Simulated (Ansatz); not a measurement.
`[CH3][Ge]([SH])([Cl])[Cl]` + `FC(Cl)=[Se]` → `[CH3][Ge]([Cl])([Cl])[Cl]` + `FC(S)=[Se]` at 500 K and 1 bar (redistribution).

Isolated molecules relaxed with PBE0-D4/def2-TZVP in Ansatz; ΔE leaves out vibrations. CCSD(T)/CBS is the MP2 limit (def2-TZVPP, def2-QZVPP) plus CCSD(T) − MP2 in def2-TZVPP, frozen cores. For Ge, Se outer-core shells are correlated without core-valence functions, which leaves a few kJ/mol of doubt a bond. Scalar relativity is left out up to krypton. Each species was taken in one conformer, which may not be the lowest.

```json
{"species": "`[CH3][Ge]([SH])([Cl])[Cl]`", "CCSD(T)/CBS energy (Eh)": "-3434.03428", "H − E (kJ/mol)": "181.2", "S (J/(mol·K))": "461.3"}
{"species": "`FC(Cl)=[Se]`", "CCSD(T)/CBS energy (Eh)": "-2998.28219", "H − E (kJ/mol)": "50.0", "S (J/(mol·K))": "333.6"}
{"species": "`[CH3][Ge]([Cl])([Cl])[Cl]`", "CCSD(T)/CBS energy (Eh)": "-3495.45170", "H − E (kJ/mol)": "155.3", "S (J/(mol·K))": "430.6"}
{"species": "`FC(S)=[Se]`", "CCSD(T)/CBS energy (Eh)": "-2936.88709", "H − E (kJ/mol)": "76.7", "S (J/(mol·K))": "346.6"}
```

H − E and S are ideal-gas, rigid-rotor, harmonic terms from PBE0-D4/def2-TZVP, for one conformer and one mirror image of each species. 1 Eh = 2625.50 kJ/mol, R = 8.31446 J/(mol·K).

Q: By hand: ΔE, ΔH, ΔS and ΔG.

A: ΔE = (-3495.45170) + (-2936.88709) − (-3434.03428) − (-2998.28219) = -0.02232 Eh = -58.6 kJ/mol. Δ(H − E) = 155.3 + 76.7 − 181.2 − 50.0 = 0.8, so ΔH = -57.8 kJ/mol. ΔS = 430.6 + 346.6 − 461.3 − 333.6 = -17.7 J/(mol·K). ΔG = -57.8 − 500 × (-17.7)/1000 = -48.9 kJ/mol.

Q: By hand: the equilibrium constant, and the temperature at which ΔG would vanish if ΔH and ΔS stayed fixed.

A: log₁₀ K = −ΔG/(RT ln 10) = 5.1. ΔG = 0 at ΔH/ΔS = 3266 K, far beyond where these terms or the molecules hold.

ΔH outweighs TΔS. A doubt of 5 kJ/mol in ΔE shifts log₁₀ K by 0.5 here. Other conformers and mirror images would add mixing entropy, several J/(mol·K) or more a flexible species. These are equilibria of isolated gas molecules and say nothing of rates. Largest T1 diagnostic: 0.016 (customary marks: 0.02 for closed shells, 0.045 for open ones).
